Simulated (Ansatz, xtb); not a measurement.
Relaxing a trial structure of Cl2OSi2

The starting geometry of this gas-phase singlet has its atoms placed at random.

| atom | x (Å) | y (Å) | z (Å) |
| --- | --- | --- | --- |
| Cl | 0.9707 | 0.6356 | 0.9479 |
| Cl | 0.1829 | -0.6182 | -0.4410 |
| O | 1.0909 | -0.7089 | 1.5069 |
| Si | -0.5798 | 1.2022 | -1.3183 |
| Si | -0.9919 | 0.4933 | 1.0948 |

Problem. One run relaxed it with r2SCAN-D4/def2-SVP. What is a likely outcome?

Solution. It ends as a structure with Cl1 bridging Si5 and Si4 and O3, Cl2 bridging Si5 and Si4, given below by its coordinates. Distances that change by over a tenth: Cl1–Si4 (2.80 → 2.49 Å), Cl1–Si5 (1.97 → 2.49 Å). Contacts that open: Cl1–Cl2 (2.03 → 3.10 Å). Contacts that close: Si4–Si5 (2.55 → 2.40 Å).

The energy falls by 7.11 eV over 11 steps:

```json
{"step": "1", "E − E(last) (eV)": "7.110"}
{"step": "2", "E − E(last) (eV)": "2.543"}
{"step": "3", "E − E(last) (eV)": "0.742"}
{"step": "4", "E − E(last) (eV)": "0.265"}
{"step": "5", "E − E(last) (eV)": "0.163"}
{"step": "7", "E − E(last) (eV)": "0.031"}
{"step": "8", "E − E(last) (eV)": "0.006"}
{"step": "9", "E − E(last) (eV)": "0.001"}
{"step": "10", "E − E(last) (eV)": "0.000"}
{"step": "11", "E − E(last) (eV)": "0.000"}
```

Final geometry (Å):

```
atom    x (Å)    y (Å)    z (Å)
  Cl   0.9450   0.8444   1.2730
  Cl  -0.5414  -1.0280  -0.6936
   O   1.7900  -0.4808   1.3966
  Si  -0.0479   1.2060  -0.9857
  Si  -1.4729   0.4624   0.7999
```

From the same start GFN2-xTB ends elsewhere, differing in Cl1–O3 (4.79 against 1.58 Å here), Cl1–Si5 (3.51 against 2.49 Å here), Cl2–Si5 (3.52 against 2.31 Å here), O3–Si5 (1.51 against 3.45 Å here).

From so rough a start the end depends on the optimiser's path, so another program may land elsewhere. No frequencies were run, so the end isn't proven a minimum. Run with Ansatz 0.2.0, 44 s on 1 thread of Intel(R) Xeon(R) Platinum 8259CL CPU @ 2.50GHz (Skylake/Cascade Lake), with other jobs on the host.
